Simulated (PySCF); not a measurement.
Boron: a sound run and one with changed settings

Sound run: B⁺ [He] 2s2, B²⁺ [He] 2s1. All numbers are calculated (PySCF 2.14, scalar relativity by spin-free X2C-1e, in jorge-DZP-DKH). The sound run starts from symmetry-adapted Hartree-Fock orbitals and uses a fine grid where one is needed.

Changed run: radial step 0.8 in ln r (0.13 in the sound run). This setting is unsound on purpose.

| species | method | sound run (hartree) | changed run (hartree) | converged |
| --- | --- | --- | --- | --- |
| B⁺ | UHF | -24.24193 | -24.24193 | yes |
| B⁺ | LDA | -24.04124 | -24.02730 | yes |
| B⁺ | TPSS | -24.35101 | -24.34032 | yes |
| B²⁺ | UHF | -23.38063 | -23.38063 | yes |
| B²⁺ | LDA | -23.13951 | -23.12827 | yes |
| B²⁺ | TPSS | -23.44521 | -23.44296 | yes |

Ionisation energy of B⁺:

| method | sound run (eV) | changed run (eV) |
| --- | --- | --- |
| UHF | 23.437 | 23.437 |
| LDA | 24.537 | 24.464 |
| TPSS | 24.648 | 24.418 |

A coarse radial grid mis-integrates the density and the exchange-correlation energy, with errors of either sign; Hartree-Fock needs no grid.

For comparison, NIST gives 25.155 eV between the lowest levels.
